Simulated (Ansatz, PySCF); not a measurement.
Breaking a bond: SiH (cation, charge +1), singlet.

Methods: UKS-BP86/6-31G* = unrestricted BP86/6-31G*, spherical d (PySCF 2.14.0); FCI = full CI/aug-cc-pVTZ, frozen core in Ansatz (a program for electronic structure).

Energies relative to the lowest point of each curve near equilibrium, in kJ/mol:

| R / Å | UKS-BP86/6-31G* |
|---|---|
| 1.24 | 105.0 |
| 1.52 | 0.0 |
| 1.58 | 1.1 |
| 1.61 | 3.5 |
| 1.65 | 8.1 |
| 1.86 | 50.4 |
| 2.07 | 105.9 |
| 2.30 | 167.1 |
| 3.77 | 312.5 |
| 4.58 | 317.8 |
| 5.35 | 317.4 |
| 6.10 | 315.0 |

### Question
Estimate the FCI values at these points.

### Answer
1.24: 90.3; 1.52: 0.0; 1.58: 3.2; 1.61: 6.5; 1.65: 12.3; 1.86: 59.2; 2.07: 116.8; 2.30: 176.6; 3.77: 317.0; 4.58: 322.2; 5.35: 323.1; 6.10: 323.4 (kJ/mol).

The unrestricted solution behind UKS-BP86/6-31G* changes between 2.71 and 3.06 Å, which can leave a kink. The unrestricted determinant behind UKS-BP86/6-31G* is spin-contaminated at 2.71 to 6.10 Å (<S²> up to 1.0, against 0.00 for a pure singlet).
